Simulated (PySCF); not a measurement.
## Structure elucidation problem

Molecular formula: C₆H₆F₃P. Simulated spectra:

1H NMR (300 MHz, computed): δ 6.39 (m, 1H), 6.34 (m, 1H), 6.34 (m, 1H), 2.19 (s, 3H).

13C{1H} NMR (computed): δ 136.7 (CH2), 135.9 (CH), 135.0 (C), 119.6 (C), 72.2 (C), 6.2 (CH3).

PySCF 2.14 calculation with GIAO PBE0/pcSseg-1 shieldings and structure optimised with PBE0-D3(BJ)/def2-SVP; averaged over atoms made equivalent by symmetry, fast rotation or ring inversion, no solvent model, relativity neglected, one computed conformer.

References, each an isolated molecule treated in the same way: 1H (σ = 31.27 ppm), 13C (σ = 184.41 ppm) against TMS.

**Question.** What is the structure?

**Answer.** 
- 6 carbon signals for 6 carbons: no two carbons are equivalent.
- Carbon types of the structure: 3 × C, 1 × CH, 1 × CH2, 1 × CH3, which accounts for all hydrogens.
- δC 136.7: terminal =CH2 carbon; the olefinic region.
- δC 135.9: alkene CH; an sp2 carbon of a C=C bond.
- δC 135.0: CF3 carbon; 3 electronegative neighbours deshield it.
- δC 119.6, 72.2: alkyne carbon.
- δC 6.2: propargylic methyl carbon; saturated and bonded to C and H only.
- δH 6.39, 6.34: hydrogen on a terminal =CH2 carbon; attached to an sp2 carbon and in the plane of the double bond.
- δH 6.34: hydrogen on an alkene CH; attached to an sp2 carbon and in the plane of the double bond.

These data were computed for SMILES C=CP(C#CC)C(F)(F)F.

The shifts were computed for this structure.

Splittings by 19F and 31P in the carbon and heteronuclear signals aren't shown, as no couplings were computed. Shifts are as computed. Against solution values, carbons near 30 ppm lie about +2 ppm off and those near 130 ppm about +5 ppm. Of 1313 compounds with measured shifts, 239 miss one by over three times the rms of a fit or turn the order of signals round; such compounds aren't used in these exercises. No couplings were computed; multiplicities are counted from neighbouring protons, with m where these are inequivalent, close in shift, in a saturated or five-membered ring or joined by F or P, and br s for small geminal =CH2 splittings.
